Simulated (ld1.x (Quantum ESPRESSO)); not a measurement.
**Tc (Z = 43): variants of one TM potential**

Base potential:

ld1.x (Quantum ESPRESSO) 7.5 input, shortened:

```
&input
   title='Tc', zed=43., rel=1, dft='PBESOL', iswitch=3,
   config='[Kr] 4d4 5s0 5p0'
 /
 &inputp
   pseudotype=2, tm=.true., lloc=-1, rcloc=1.50,
   nlcc=.true., new_core_ps=.true.
 /
3
4S  1  0   2.00   0.00  1.15  1.15  0.0
4P  2  1   6.00   0.00  1.30  1.30  0.0
4D  3  2   4.00   0.00  1.85  1.85  0.0
 &test
   configts(1)='4s2 4p6 4d4 5s0 5p0'
 /
```

All-electron outer shells of the reference configuration (PBEsol, scalar-relativistic, ld1.x):

```json
{"shell": "3d", "level (eV)": "-280.75", "outermost node (bohr)": "–", "outermost maximum (bohr)": "0.31"}
{"shell": "4s", "level (eV)": "-103.59", "outermost node (bohr)": "0.50", "outermost maximum (bohr)": "0.95"}
{"shell": "4p", "level (eV)": "-75.32", "outermost node (bohr)": "0.50", "outermost maximum (bohr)": "1.01"}
{"shell": "4d", "level (eV)": "-35.13", "outermost node (bohr)": "0.50", "outermost maximum (bohr)": "1.24"}
{"shell": "5s", "level (eV)": "-27.62", "outermost node (bohr)": "1.25", "outermost maximum (bohr)": "2.37"}
{"shell": "5p", "level (eV)": "-21.19", "outermost node (bohr)": "1.39", "outermost maximum (bohr)": "2.76"}
```

Cutoffs, loose and tight: the cutoffs (Ry, on a coarse ladder) from which the occupation-weighted sum of valence levels, in a spherical-Bessel basis at the reference potential, stays within 10 and 1 mRy of its value at 400 Ry. They do not see the model core or the augmentation charge, which bear on the density cutoff. Test errors are all-electron minus pseudo excitation energies from the reference, over the configurations 4s2 4p6 4d5 5s2 5p0; 4s2 4p6 4d5 5s1 5p0; 4s2 4p6 4d5 5s0 5p0; 4s2 4p6 4d5 5s0 5p1; 4s1 4p6 4d5 5s2 5p0; 4s2 4p6 4d5 5s1 5p1; 4s2 4p5 4d5 5s2 5p0. A dash means not determined; rows that change the core or the reference have their own tests.

```tsv
change	outcome	cutoff, loose	cutoff, tight	bound ghosts	largest test error (meV)
base	generated	110 Ry	180 Ry	none	-157
wave 4d (bound): rc 1.85 bohr becomes 4d (bound): rc 1.40 bohr	generated	110 Ry	180 Ry	none	-147
wave 4d (bound): rc 1.85 bohr becomes 4d (bound): rc 1.56 bohr	generated	110 Ry	180 Ry	none	-149
wave 4d (bound): rc 1.85 bohr becomes 4d (bound): rc 1.80 bohr	generated	110 Ry	180 Ry	none	-155
wave 4d (bound): rc 1.85 bohr becomes 4d (bound): rc 1.96 bohr	generated	110 Ry	180 Ry	none	-163
wave 4d (bound): rc 1.85 bohr becomes 4d (bound): rc 2.20 bohr	generated	110 Ry	180 Ry	none	-185
wave 4d (bound): rc 1.85 bohr becomes 4d (bound): rc 2.42 bohr	generated	110 Ry	180 Ry	none	-216
wave 4d (bound): rc 1.85 bohr becomes 4d (bound): rc 2.56 bohr	generated	110 Ry	180 Ry	none	-235
wave 4d (bound): rc 1.85 bohr becomes 4d (bound): rc 2.78 bohr	generated	110 Ry	180 Ry	none	-271
```

What comes out with this change to the base: wave 4d (bound): rc 1.85 bohr becomes 4d (bound): rc 1.16 bohr?

outcome: generated; cutoff, loose: 110 Ry; cutoff, tight: 200 Ry; bound ghosts: none; largest test error (meV): -143.

Reading the sweep of the d radius (base included, trends over the rows without a ghost): The loose cutoff stays near 110 Ry. The median size of the test errors (rows with all tests solved) stays near 40.1 meV.
